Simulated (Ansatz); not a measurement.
Nd, charge -1, doublet (typed; the unrestricted solution is spin-contaminated) (a state made from the parent by changing its charge; the spin is typed, not shown lowest) (core potentials on Nd) (a gas-phase anion, which may not be bound at this level); PBE/def2-SV(P) run with Ansatz (an electronic-structure program).

The Ansatz input:
Ansatz 0.2 input:
```yaml
crystal:
  periodic: [false, false, false]
  atoms:
    - {symbol: Nd, position_ang: [0.00000000, 0.00000000, 0.00000000]}
basis:
  gaussian:
    orbitals: def2-SV_P_.json
hamiltonian:
  xc: pbe
total_charge: -1
magnetization: {spin_polarized: true, initial_magnetization: 1}
```
The basis file holds def2-SV(P) in the JSON format of the Basis Set Exchange.

Output, abridged:

```
Functional definition: PBE
619 factors; their error is unknown
mean field evaluation 1: about -15100.7391 eV, gradient 1.9e2 eV
mean field evaluation 2: about -14129.3710 eV, gradient 8.3e2 eV
mean field evaluation 4: about -15081.7730 eV, gradient 2.9e2 eV
mean field evaluation 8: about -15270.2918 eV, gradient 6.9e0 eV
mean field evaluation 16: about -15272.1493 eV, gradient 6.3e-1 eV
mean field evaluation 32: about -15272.2066 eV, gradient 6.2e-3 eV
mean field evaluation 64: about -15272.2104 eV, gradient 3.9e-4 eV
mean field evaluation 96: about -15272.1512 eV, gradient 6.1e-6 eV
mean field evaluation 128: about -15272.1455 eV, gradient 1.2e-6 eV
mean field evaluation 160: about -15272.2068 eV, gradient 2.5e-2 eV
mean field evaluation 192: about -15272.2068 eV, gradient 1.5e-2 eV
mean field evaluation 224: about -15272.2046 eV, gradient 5.5e-2 eV
mean field evaluation 256: about -15272.2076 eV, gradient 3.1e-2 eV
mean field evaluation 288: about -15272.1061 eV, gradient 4.1e0 eV
mean field evaluation 320: about -15272.2104 eV, gradient 7.0e-3 eV
mean field evaluation 352: about -15271.8722 eV, gradient 1.1e1 eV
mean field evaluation 384: about -15271.0601 eV, gradient 1.2e1 eV
mean field evaluation 416: about -15272.2051 eV, gradient 1.7e-1 eV
mean field evaluation 448: about -15272.1282 eV, gradient 6.0e-1 eV
mean field evaluation 480: about -15272.1211 eV, gradient 1.9e0 eV
mean field evaluation 512: about -15272.2066 eV, gradient 6.6e-1 eV
mean field evaluation 544: about -15272.2071 eV, gradient 6.6e-2 eV
mean field evaluation 576: about -15271.9778 eV, gradient 5.5e0 eV
mean field evaluation 608: about -15272.2092 eV, gradient 1.4e-2 eV
mean field evaluation 640: about -15272.1787 eV, gradient 3.1e0 eV
mean field evaluation 672: about -15271.6987 eV, gradient 5.2e-1 eV
mean field evaluation 704: about -15272.0814 eV, gradient 5.8e0 eV
mean field evaluation 736: about -15272.2104 eV, gradient 2.1e-2 eV
mean field evaluation 768: about -15272.2041 eV, gradient 3.9e-2 eV
mean field evaluation 800: about -15272.2104 eV, gradient 9.2e-6 eV
mean field -15272.21041398 eV, -561.2433808379 hartree, gradient 1.8e-6 eV, S^2 2.758872; 29 other end points of the search recorded, 0 dependent functions left out
reference -15272.21043575 eV, -561.2433816378 hartree; 17, 16 occupied and 52, 53 virtual orbitals, 619 factors
Total energy: -15272.21043575 eV, -561.2433816378 hartree
```
